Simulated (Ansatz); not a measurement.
C$_{4}$H$_{11}$O$_{2}$Si, doublet, at a GFN2-xTB geometry. Base run: HF/STO-3G (Ansatz, a first-principles code).

Here is a job for Ansatz.
Ansatz 0.2 input:
```yaml
crystal:
  periodic: [false, false, false]
  atoms:
    - {symbol: C, position_ang: [-3.23607282, -0.47201656, 0.21462063]}
    - {symbol: C, position_ang: [-2.17238664, 0.10055917, 1.13931068]}
    - {symbol: O, position_ang: [-0.91019509, 0.17074665, 0.55878731]}
    - {symbol: Si, position_ang: [-0.08928474, -0.89283056, -0.37384442]}
    - {symbol: O, position_ang: [1.42747813, -0.35186110, -0.46653669]}
    - {symbol: C, position_ang: [1.88766280, 0.97642545, -0.57794778]}
    - {symbol: C, position_ang: [3.31832513, 1.06106807, -0.07260705]}
    - {symbol: H, position_ang: [-4.20522603, -0.44283066, 0.70511338]}
    - {symbol: H, position_ang: [-3.28585892, 0.10867489, -0.70287510]}
    - {symbol: H, position_ang: [-2.99209270, -1.50125425, -0.03652569]}
    - {symbol: H, position_ang: [-2.43920080, 1.12404620, 1.42921187]}
    - {symbol: H, position_ang: [-2.11248878, -0.50952961, 2.05071206]}
    - {symbol: H, position_ang: [-0.71769907, -0.97657701, -1.69145660]}
    - {symbol: H, position_ang: [1.23847200, 1.64213552, -0.00011180]}
    - {symbol: H, position_ang: [1.83827781, 1.27270531, -1.63337935]}
    - {symbol: H, position_ang: [3.69035593, 2.07741275, -0.17491566]}
    - {symbol: H, position_ang: [3.35920806, 0.76930099, 0.97362841]}
    - {symbol: H, position_ang: [3.95280357, 0.38824236, -0.64384373]}
basis:
  gaussian:
    orbitals: STO-3G
hamiltonian:
  xc: hf
magnetization: {spin_polarized: true, initial_magnetization: 1}
```

Variants of this job, named by their change:

| change | E (Eh) | SCF-reference <S^2> | core-seconds (rough) |
|---|---|---|---|
| base | -589.31052 | 0.754 | 1 |
| functional = wB97X | -591.56858 | 0.752 | 10 |
| functional = b3lyp | -591.60853 | 0.751 | 6 |
| functional = PBE0-DH | -591.07359 | 0.753 | 6 |
| functional = pbe0 | -591.18112 | 0.752 | 5 |
| functional = B97M-V | -591.60725 | 0.751 | 20 |
| functional = b3lyp5 | -591.36667 | 0.751 | 6 |
| functional = b3lyp; dispersion = d3bj | -591.63280 | 0.751 | 5 |
| functional = PBE-QIDH | -590.77056 | 0.753 | 6 |
| functional = wB97M-V | -591.59702 | 0.752 | 20 |
| functional = blyp; dispersion = d3bj | -591.42264 | 0.751 | 5 |
| functional = cam_b3lyp | -591.42298 | 0.752 | 6 |
| functional = wB97X-V | -591.51358 | 0.752 | 20 |

Absolute energies of different levels of theory aren't comparable as measures of quality.
